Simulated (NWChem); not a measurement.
Species: InF cation, doublet; SMILES of the neutral closed-shell parent [In][F]

All runs: NWChem. Spin-unrestricted. The spin multiplicity was typed, not searched, and may not be the lowest. No stability test was run on the SCF state. def2 effective core potentials on In; no spin-orbit coupling. The level has its own optimisation; frequencies are unscaled.

Problem. Estimate the computed values for CAM-B3LYP/def2-SVP. Quantities: r F–In (Å); highest harmonic frequency (cm⁻¹); zero-point energy (kcal/mol).

Solution. 
| Property | Value |
|---|---|
| r F–In (Å) | 1.941 |
| highest harmonic frequency (cm⁻¹) | 561 |
| zero-point energy (kcal/mol) | 0.8 |
